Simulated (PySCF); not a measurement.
C₂H₉NOSi, SMILES CC[Si@@H](N)O. Geometry: PBE0-D3(BJ)/def2-SVP. The structure was generated by enumeration; whether it is a known compound was not checked. The values are those of a single conformer.

Problem. Give the equilibrium geometry at PBE0-D3(BJ)/def2-SVP (PySCF confirms it by a frequency run) as Cartesian coordinates in Å. (An estimate is asked for; the answer gives what the named calculation found.)

Solution. Several could match; the one computed here: 
```xyz
14

C      2.1324    -0.9338     0.2348
C      1.1537     0.1477     0.6837
Si    -0.3862     0.2740    -0.3812
N     -1.2247    -1.2271    -0.3208
O     -1.3650     1.5174     0.1729
H      3.0066    -1.0044     0.9012
H      1.6452    -1.9205     0.2093
H      2.5099    -0.7374    -0.7816
H      1.6475     1.1360     0.7056
H      0.8206    -0.0320     1.7223
H     -0.0301     0.5179    -1.8153
H     -1.4799    -1.6108     0.5831
H     -1.9515    -1.4182    -1.0014
H     -0.9848     2.4004     0.1653
```
